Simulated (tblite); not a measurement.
Isomers of C2H12SSi3. Computed with GFN2-xTB (tblite): harmonic, unscaled wavenumbers at the GFN2-xTB geometry, gas phase. The method is semi-empirical: single wavenumbers can be off by several per cent or more. Modes of hydrogen on silicon can be 10 to 20 % off. One conformer each.

Electronic energies: GFN2-xTB at the same geometries; isomer energies are rough at this level and their order can be wrong.

| SMILES | electronic energy, lowest = 0 (kJ/mol) |
| --- | --- |
| C[SiH2]C[SiH2]S[SiH3] | 9.6 |
| CS[SiH2]C([SiH3])[SiH3] | 107.0 |
| [SiH3]CC[SiH2]S[SiH3] | 0.0 |

Q: How do GFN2-xTB zero-point energies change the relative energies?

A: 
```tsv
SMILES	ZPE (kJ/mol)	of it from modes above 1550 cm⁻¹	electronic (kJ/mol)	with ZPE, lowest = 0 (kJ/mol)	lowest mode (cm⁻¹)	rings
[SiH3]CC[SiH2]S[SiH3]	319.9	180.5	0.0	0.0	27	0
C[SiH2]C[SiH2]S[SiH3]	322.6	185.4	9.6	12.3	15	0
CS[SiH2]C([SiH3])[SiH3]	314.1	179.7	107.0	101.1	35	0
```

The zero-point energies span 8.5 kJ/mol, from `CS[SiH2]C([SiH3])[SiH3]` to `C[SiH2]C[SiH2]S[SiH3]`. The order is unchanged.
